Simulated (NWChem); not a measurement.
System: GeNH$_{4}$Br; SMILES [NH2][GeH2][Br]

The following NWChem deck was run.

```
start job
memory heap 200 mb stack 900 mb global 1100 mb
geometry units angstroms noautoz
  Ge     0.382270     0.912613     0.049590
  N     -1.097345     1.959776     0.165238
  Br    -0.094533    -1.343326    -0.339983
  H      1.213175     1.379670    -1.149578
  H      1.115924     0.962995     1.393282
  H     -1.713398     1.756433     0.948053
  H     -1.652768     2.022818    -0.684003
end
basis spherical
  Ge library def2-tzvpp
  N library def2-tzvpp
  Br library def2-tzvpp
  H library def2-tzvpp
end
dft
  xc xtpss03 ctpss03
  iterations 150
  semidirect filesize 400000000
  mulliken
end
task dft energy
```

NWChem printed, in part:

```
             Northwest Computational Chemistry Package (NWChem) 7.3.0
             --------------------------------------------------------

 CS  symmetry detected

                             Geometry "geometry" -> ""
                             -------------------------

 Output coordinates in angstroms (scale by  1.889725989 to convert to a.u.)

  No.       Tag          Charge          X              Y              Z
 ---- ---------------- ---------- -------------- -------------- --------------
    1 Ge                  32.0000     0.37019625     0.90494138     0.00000000
    2 N                    7.0000    -1.12170382     1.94100100     0.00000000
    3 Br                  35.0000    -0.08230220    -1.38931539     0.00000000
    4 H                    1.0000     1.15010701     1.18036457    -1.28930303
    5 H                    1.0000     1.15010701     1.18036457     1.28930303
    6 H                    1.0000    -1.70699515     1.86008925     0.82738072
    7 H                    1.0000    -1.70699515     1.86008925    -0.82738072

 Effective nuclear repulsion energy (a.u.)     424.8763770166

      Symmetry information
      --------------------

 Group name             Cs
 Group number              2
 Group order               2
 No. of unique centers     5

                                 NWChem DFT Module
                                 -----------------

 Summary of "ao basis" -> "ao basis" (spherical)
 ------------------------------------------------------------------------------
       Tag                 Description            Shells   Functions and Types
 ---------------- ------------------------------  ------  ---------------------
 Ge                        def2-tzvpp               16       48   6s5p4d1f
 N                         def2-tzvpp               11       31   5s3p2d1f
 Br                        def2-tzvpp               16       48   6s5p4d1f
 H                         def2-tzvpp                6       14   3s2p1d

      Symmetry analysis of basis
      --------------------------

        a'        113
        a"         70

            General Information
            -------------------
          SCF calculation type: DFT
          Wavefunction type:  closed shell.
          No. of atoms     :     7
          No. of electrons :    78
           Alpha electrons :    39
            Beta electrons :    39
          Charge           :     0
          Spin multiplicity:     1
          Use of symmetry is: on ; symmetry adaption is: on
          Maximum number of iterations: 150
          AO basis - number of functions:   183
                     number of shells:    67
          Convergence on energy requested:  1.00D-06
          Convergence on density requested:  1.00D-05
          Convergence on gradient requested:  5.00D-04

              XC Information
              --------------
                  TPSS metaGGA Exchange Functional  1.000
             TPSS03 metaGGA Correlation Functional  1.000

             Grid Information
             ----------------
          Grid used for XC integration:  medium
          Radial quadrature: Mura-Knowles
          Angular quadrature: Lebedev.
          Tag              B.-S. Rad. Rad. Pts. Rad. Cut. Ang. Pts.
          ---              ---------- --------- --------- ---------
          Ge                  1.25      112           9.0       590
          N                   0.65       49          11.0       434
          Br                  1.15      112          11.0       590
          H                   0.35       45          11.0       434
          Grid pruning is: on
          Number of quadrature shells:   363
          Spatial weights used:  Erf1

      Superposition of Atomic Density Guess
      -------------------------------------

 Sum of atomic energies:       -4704.01585104

      Non-variational initial energy
      ------------------------------

 Total energy =   -4704.977896
 1-e energy   =   -7400.764388
 2-e energy   =    2270.910114
 HOMO         =      -0.357425
 LUMO         =       0.031768

      Symmetry analysis of molecular orbitals - initial
      -------------------------------------------------

  Numbering of irreducible representations:

     1 a'          2 a"

  Orbital symmetries:

     1 a'          2 a'          3 a'          4 a'          5 a'
     6 a"          7 a'          8 a"          9 a'         10 a'
    11 a'         12 a'         13 a'         14 a"         15 a'
    16 a'         17 a'         18 a"         19 a'         20 a'
    21 a'         22 a"         23 a"         24 a'         25 a'
    26 a"         27 a'         28 a"         29 a'         30 a'
    31 a'         32 a'         33 a"         34 a'         35 a'
    36 a"         37 a'         38 a"         39 a'         40 a'
    41 a'         42 a'         43 a'         44 a"         45 a"
    46 a'         47 a"         48 a'         49 a"

------------------------------------------------------------
EAF file 0: "./job.aoints.0" size=270532608 bytes
------------------------------------------------------------
               write      read    awrite     aread      wait
               -----      ----    ------     -----      ----
     calls:      516         0         0         0         0
   data(b): 2.71e+08  0.00e+00  0.00e+00  0.00e+00
   time(s): 0.00e+00  0.00e+00  0.00e+00  0.00e+00  0.00e+00
rate(mb/s): 0.00e+00  0.00e+00
------------------------------------------------------------

     ---------------------------------------------
      Total Density - Mulliken Population Analysis
     ---------------------------------------------

    Atom       Charge   Shell Charges
 -----------   ------   -------------------------------------------------------
    1 Ge  32    31.16   2.00  2.00  1.16  0.80  0.76  0.52  5.98  4.42  1.58  1.07  0.64  8.90  1.11  0.07  0.12  0.03
    2 N    7     7.81   0.82  1.16  0.58  0.81  0.18  1.61  1.84  0.80  0.00  0.01  0.00
    3 Br  35    35.49   2.00  2.00  1.16  0.78  1.01  0.99  6.00  5.94  1.30  2.96  1.33  8.98  1.02 -0.01  0.03  0.00
    4 H    1     1.03   0.22  0.54  0.27  0.00  0.01  0.00
    5 H    1     1.03   0.22  0.54  0.27  0.00  0.01  0.00
    6 H    1     0.74   0.22  0.37  0.09  0.02  0.04  0.01
    7 H    1     0.74   0.22  0.37  0.09  0.02  0.04  0.01

   convergence    iter        energy       DeltaE   RMS-Dens  Diis-err
 ---------------- ----- ----------------- --------- --------- ---------
 d= 0,ls=0.0,diis     1  -4708.2167190525 -5.13D+03  5.27D-03  1.16D+00
 d= 0,ls=0.0,diis     2  -4708.1777597379  3.90D-02  4.14D-03  9.79D-01
 d= 0,ls=0.0,diis     3  -4708.2561306341 -7.84D-02  1.44D-03  3.09D-01
 d= 0,ls=0.0,diis     4  -4708.2867397641 -3.06D-02  5.42D-04  2.56D-02
 d= 0,ls=0.0,diis     5  -4708.2884088636 -1.67D-03  1.96D-04  2.20D-03
  Resetting Diis
 d= 0,ls=0.0,diis     6  -4708.2887026750 -2.94D-04  3.04D-05  1.96D-04
 d= 0,ls=0.0,diis     7  -4708.2887138263 -1.12D-05  1.84D-05  4.18D-06
 d= 0,ls=0.0,diis     8  -4708.2887134953  3.31D-07  1.04D-05  8.10D-06
 d= 0,ls=0.0,diis     9  -4708.2887142888 -7.94D-07  1.97D-06  4.13D-07

         Total DFT energy =    -4708.288714288817
      One electron energy =    -7401.237947887022
           Coulomb energy =     2446.742503754871
    Exchange-Corr. energy =     -178.669647173215
 Nuclear repulsion energy =      424.876377016550

 Numeric. integr. density =       78.000019243949

                  Occupations of the irreducible representations
                  ----------------------------------------------

                     irrep           alpha         beta
                     --------     --------     --------
                     a'               28.0         28.0
                     a"               11.0         11.0

                       DFT Final Molecular Orbital Analysis
                       ------------------------------------

 Vector   37  Occ=2.000000D+00  E=-2.640434D-01  Symmetry=a'
              MO Center= -2.3D-01, -6.3D-01, -6.0D-15, r^2= 3.4D+00
   Bfn.  Coefficient  Atom+Function         Bfn.  Coefficient  Atom+Function
  ----- ------------  ---------------      ----- ------------  ---------------
    95      0.452545  3 Br px                89     -0.312040  3 Br px
    92      0.280760  3 Br px                98      0.277220  3 Br px
    55      0.130814  2 N  py                58      0.109395  2 N  py
    61      0.103374  2 N  py                52      0.100369  2 N  s
    54      0.099226  2 N  px                86      0.095260  3 Br px

 Vector   38  Occ=2.000000D+00  E=-2.542403D-01  Symmetry=a"
              MO Center=  1.9D-02, -1.1D+00,  4.1D-15, r^2= 2.3D+00
   Bfn.  Coefficient  Atom+Function         Bfn.  Coefficient  Atom+Function
  ----- ------------  ---------------      ----- ------------  ---------------
    97      0.500473  3 Br pz                91     -0.344708  3 Br pz
    94      0.311364  3 Br pz               100      0.311361  3 Br pz
    88      0.105190  3 Br pz               129      0.089288  4 H  s
   143     -0.089288  5 H  s                 18     -0.069964  1 Ge pz
   130      0.069058  4 H  s                144     -0.069058  5 H  s

 Vector   39  Occ=2.000000D+00  E=-2.398866D-01  Symmetry=a'
              MO Center= -7.5D-01,  9.5D-01, -2.1D-15, r^2= 4.0D+00
   Bfn.  Coefficient  Atom+Function         Bfn.  Coefficient  Atom+Function
  ----- ------------  ---------------      ----- ------------  ---------------
    55      0.345157  2 N  py                58      0.286910  2 N  py
    61      0.264521  2 N  py                95     -0.224769  3 Br px
    96      0.215984  3 Br py                89      0.152718  3 Br px
    90     -0.144661  3 Br py                92     -0.138156  3 Br px
    99      0.137838  3 Br py                98     -0.134546  3 Br px

 Vector   40  Occ=0.000000D+00  E=-3.454826D-02  Symmetry=a'
              MO Center=  2.4D-01,  1.5D-01, -2.0D-13, r^2= 4.7D+00
   Bfn.  Coefficient  Atom+Function         Bfn.  Coefficient  Atom+Function
  ----- ------------  ---------------      ----- ------------  ---------------
     6      1.096512  1 Ge s                 99     -0.484472  3 Br py
    20     -0.456408  1 Ge py                 5      0.441989  1 Ge s
    85     -0.408544  3 Br s                130     -0.408042  4 H  s
   144     -0.408042  5 H  s                 17     -0.306135  1 Ge py
    96     -0.262749  3 Br py                53     -0.239958  2 N  s

 Vector   41  Occ=0.000000D+00  E=-1.085112D-02  Symmetry=a'
              MO Center= -6.1D-01,  1.3D+00,  3.9D-12, r^2= 5.7D+00
   Bfn.  Coefficient  Atom+Function         Bfn.  Coefficient  Atom+Function
  ----- ------------  ---------------      ----- ------------  ---------------
    53      1.885616  2 N  s                 19      0.980407  1 Ge px
   158     -0.733013  6 H  s                172     -0.733013  7 H  s
   130     -0.363108  4 H  s                144     -0.363108  5 H  s
    20     -0.345086  1 Ge py                61     -0.308681  2 N  py
    16      0.252673  1 Ge px               157     -0.233217  6 H  s

 Vector   42  Occ=0.000000D+00  E= 1.972669D-02  Symmetry=a'
              MO Center=  7.9D-01,  1.2D+00, -4.6D-15, r^2= 4.5D+00
   Bfn.  Coefficient  Atom+Function         Bfn.  Coefficient  Atom+Function
  ----- ------------  ---------------      ----- ------------  ---------------
     6      1.360283  1 Ge s                130     -1.080193  4 H  s
   144     -1.080193  5 H  s                 20      0.917417  1 Ge py
    19      0.698564  1 Ge px                53     -0.384342  2 N  s
     5      0.336873  1 Ge s                 85      0.338480  3 Br s
    60     -0.238717  2 N  px                17      0.228856  1 Ge py

------------------------------------------------------------
EAF file 0: "./job.aoints.0" size=427819008 bytes
------------------------------------------------------------
               write      read    awrite     aread      wait
               -----      ----    ------     -----      ----
     calls:      816         8         0      6520      6520
   data(b): 4.28e+08  4.19e+06  0.00e+00  3.42e+09
   time(s): 0.00e+00  0.00e+00  0.00e+00  0.00e+00  0.00e+00
rate(mb/s): 0.00e+00  0.00e+00
------------------------------------------------------------

     ---------------------------------------------
      Total Density - Mulliken Population Analysis
     ---------------------------------------------

    Atom       Charge   Shell Charges
 -----------   ------   -------------------------------------------------------
    1 Ge  32    31.50   2.00  2.00  1.17  0.78  0.91  0.40  5.98  4.45  1.54  1.40  0.57  8.83  1.09  0.20  0.14  0.04
    2 N    7     7.39   0.82  1.15  0.56  0.78  0.19  1.55  1.56  0.75  0.00  0.01  0.00
    3 Br  35    35.35   2.00  2.01  1.16  0.78  1.05  0.97  6.00  5.92  1.35  2.75  1.33  8.93  1.02  0.05  0.04  0.00
    4 H    1     1.02   0.24  0.58  0.20  0.00  0.01  0.00
    5 H    1     1.02   0.24  0.58  0.20  0.00  0.01  0.00
    6 H    1     0.86   0.27  0.44  0.07  0.01  0.06  0.00
    7 H    1     0.86   0.27  0.44  0.07  0.01  0.06  0.00

     -------------------------------------------
      Total Density - Lowdin Population Analysis
     -------------------------------------------

    Atom       Charge   Shell Charges
 -----------   ------   -------------------------------------------------------
    1 Ge  32    31.69   2.00  2.00  1.11  0.83  0.50  0.35  5.92  3.97  2.05  1.15  0.88  8.48  1.23  0.44  0.62  0.14
    2 N    7     6.94   0.89  1.06  0.40  0.41  0.24  1.34  1.57  0.94  0.00  0.09  0.01
    3 Br  35    34.98   2.00  2.00  1.15  0.82  0.85  0.89  5.98  5.65  1.64  2.45  1.48  8.52  1.24  0.24  0.07  0.00
    4 H    1     1.14   0.24  0.50  0.31  0.00  0.07  0.01
    5 H    1     1.14   0.24  0.50  0.31  0.00  0.07  0.01
    6 H    1     1.06   0.25  0.36  0.13  0.03  0.23  0.06
    7 H    1     1.06   0.25  0.36  0.13  0.03  0.23  0.06

     Multipole analysis of the density
     ---------------------------------

     L   x y z        total         alpha         beta         nuclear
     -   - - -        -----         -----         ----         -------
     0   0 0 0      0.000000    -39.000000    -39.000000     78.000000

     1   1 0 0     -0.275404     -0.137702     -0.137702      0.000000
     1   0 1 0      0.671064      0.335532      0.335532     -0.000000
     1   0 0 1     -0.000000     -0.000000     -0.000000      0.000000

     2   2 0 0    -29.862661    -54.040233    -54.040233     78.217806
     2   1 1 0     -0.913740      6.959541      6.959541    -14.832823
     2   1 0 1      0.000000      0.000000      0.000000      0.000000
     2   0 2 0    -34.892292   -249.281584   -249.281584    463.670876
     2   0 1 1     -0.000000     -0.000000     -0.000000      0.000000
     2   0 0 2    -31.187224    -23.974404    -23.974404     16.761584
```

Level: TPSS/def2-TZVPP. All runs use the structure optimised with PBE0/def2-SVP.
